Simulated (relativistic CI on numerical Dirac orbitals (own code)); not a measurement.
Method of calculation: Dirac-Coulomb-Breit CI, KLI orbitals optimised for each configuration, a model potential for QED, unscaled Slater integrals (own radial code, finite nucleus).

Configuration list (outside the closed core [Ar] 3d10): 4s²4p⁴, 4s4p⁵, 4s²4p³4d, 4p⁶, 4s4p⁴4d, 4s²4p³4f, 4s4p⁴4f, 4p⁵4d, 4s4p³4d², 4s²4p²4d4f, 4p⁵4f, 4s²4p³5s, 4p⁴4d4f, 4p⁵5s, 4s²4p³5p, 4s4p³4f², 4s4p³4d5s, 4s²4p²4f5s, 4s4p⁴5s, 4s²4p³5d, 4s4p⁴5p, 4s²4p³5f, 4s²4p³5g, 4s4p⁴5d, 4p⁴4f5s, 4s²4p³6s, 4s4p⁴5f, 4s²4p²4d², 4s²4p4d³, 4s4p²4d³, 4s²4p4d²4f, 4s4p²4d²4f, 4s²4p4d²5s, 4p⁴4d², 4p³4d³, 4p³4d²4f, 4p³4d²5s, 4s²4p²4d5s, 4s4p²4d²5s, 4s²4p4d4f5s, 4s4p²4d4f5s, 4s²4p4d5s², 4p⁴4d5s, 4p³4d4f5s, 4p³4d5s², 4s²4p²5s², 4s4p²4d5s², 4s²4p4f5s², 4s4p²4f5s². Double excitations out of closed p, d and f shells are left out; levels of such configurations are missing from the list, as are those of other unlisted configurations, and high levels can miss mixing partners. These lack a partner that the ground configuration has and come out too high: 4s²4p³5p, 4s²4p³5d, 4s4p⁴5p, 4s²4p³5f, 4s²4p³5g.

At this charge energies of transitions that change n are usually good to better than 1 %, and those within a shell (Δn = 0) to a few per cent.

Outline of the computed level scheme of Eu XXX. Lowest level of each configuration: 4s²4p⁴ ³P2 at 0.000 eV; 4s4p⁵ ³P°2 at 106.268 eV; 4s²4p³4d ³F°2 at 114.485 eV.

Some strong electric-dipole decays among the lowest 45 levels: 4s²4p³4d ³P°0 → 4s²4p⁴ ³P1 (9.1e+11 s⁻¹); 4s²4p³4d ³D°3 → 4s²4p⁴ ³P2 (8.9e+11 s⁻¹); 4s²4p³4d ³P°2 → 4s²4p⁴ ³P2 (7.4e+11 s⁻¹); 4s²4p³4d ³P°1 → 4s²4p⁴ ³P1 (5.8e+11 s⁻¹); 4s²4p³4d ³S°1 → 4s²4p⁴ ³P2 (5.1e+11 s⁻¹); 4s²4p³4d ³S°1 → 4s²4p⁴ ¹S0 (4.5e+11 s⁻¹); 4s²4p³4d ¹D°2 → 4s²4p⁴ ³P1 (4.2e+11 s⁻¹); 4s²4p³4d ³D°2 → 4s²4p⁴ ¹D2 (3.8e+11 s⁻¹).

LS names give the leading component of a level, which can be under half, so a name can repeat, a term be missing and a line seem to break the LS rules.
